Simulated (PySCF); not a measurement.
Compound: bromocyclopentane, C5H9Br.
Cartesian coordinates in Å at the PBE0-D3(BJ)/def2-SVP level; atoms count from 1:
```
atom  x, y, z in Å
Br1    1.254    1.912    1.200
C2     0.769    0.896   -0.418
C3     1.123   -0.572   -0.243
C4    -0.011   -1.145    0.619
C5    -1.221   -0.205    0.401
C6    -0.741    0.868   -0.587
H7     1.310    1.403   -1.225
H8     2.128   -0.731    0.173
H9     1.111   -1.026   -1.250
H10    0.286   -1.147    1.678
H11   -0.233   -2.188    0.351
H12   -1.516    0.264    1.351
H13   -2.106   -0.736    0.021
H14   -0.942    0.555   -1.626
H15   -1.213    1.851   -0.445
```

The calculation used TDDFT B3LYP/def2-SVPD, vertical, gas phase, core orbitals frozen in the response in PySCF. The B3LYP/def2-SVPD calculation is non-relativistic and has no spin–orbit coupling, an omission that weighs most on bromine.

Ground-to-excited transition dipoles (e·a0, same axes as the geometry; the sign carries no meaning), for the states with f of 0.002 or more among the lowest 9:

```
state  E (eV)      μx      μy      μz
   S3   6.913  -0.359   0.281  -0.067
   S4   6.967   0.259   0.334   0.024
   S5   7.468   0.249  -0.194   0.051
   S6   7.510   0.113   0.044  -0.399
   S7   7.707  -0.097   0.076  -0.015
   S8   7.853   0.251  -0.202   0.046
   S9   7.896  -0.217  -0.254   0.083
```

(1) What oscillator strength does each state have?

(2) Label these states by symmetry in Cs.

(3) Which bond between heavy atoms lies closest to the direction of the S3 transition dipole?

(4) What angle do the transition dipoles of S4 and S8 make?

(5) How is the summed strength of these states shared among x, y and z?

Results:

(1) f = (2/3) ΔE |μ|² with ΔE in hartree (27.2114 eV).

| state | \|μ\|² (au) | \|μ\| (D) | f |
| --- | --- | --- | --- |
| S3 | 0.212 | 1.17 | 0.036 |
| S4 | 0.179 | 1.07 | 0.031 |
| S5 | 0.102 | 0.81 | 0.019 |
| S6 | 0.174 | 1.06 | 0.032 |
| S7 | 0.015 | 0.32 | 0.003 |
| S8 | 0.106 | 0.83 | 0.020 |
| S9 | 0.118 | 0.87 | 0.023 |

(2) The ground state is totally symmetric, so the direction of μ fixes the label. Polarised normal to the mirror plane, so A″: S3, S5, S7 and S8. Polarised in the mirror plane, so A′: S4, S6 and S9.

(3) C4–C5, at 0° from it; next C2–C3 and C2–C6 at 38°.

(4) |cos θ| = |μa·μb| / (|μa| |μb|) = 0.01, so θ ≈ 89° (taken between 0 and 90°, since the signs are arbitrary).

(5) (2/3) Σ ΔE μα² gives 0.070 for x, 0.061 for y and 0.032 for z, 0.163 in all.

The vertical ionisation energy (ΔSCF) is 9.91 eV, 2.02 eV above S9.

One conformer stands for the species.
